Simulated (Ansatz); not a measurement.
System: silicon monosulfide, SiS, net charge 0, singlet state. 
Coordinates optimised at B3LYP-D3(BJ)/def2-TZVP (Ansatz, a quantum-chemistry and plane-wave program):
```
Si
S 1 1.9380
```
Charge 0, spin multiplicity 1.

Basis-set convergence of Hartree-Fock and MP2 correlation energies (hartree) with Ansatz. Correlated levels leave the core frozen unless marked. Spin-orbit coupling is left out. No relativistic terms.

```
basis            functions       E(HF)  E(corr, MP2)
---------------  ---------  ----------  ------------
aug-cc-pV(D+d)Z         64  -686.49051      -0.21740
aug-cc-pV(T+d)Z        110  -686.50970      -0.26458
aug-cc-pV(Q+d)Z        178  -686.51479      -0.28407
```

Extrapolating the two largest sets (X = 3 and 4) as X^-3: E(corr) = (64·(-0.28407) - 27·(-0.26458))/37 = -0.2983 Eh, an estimate of the basis-set limit. The largest set recovers 95.2 % of it, the smallest 72.9 %.
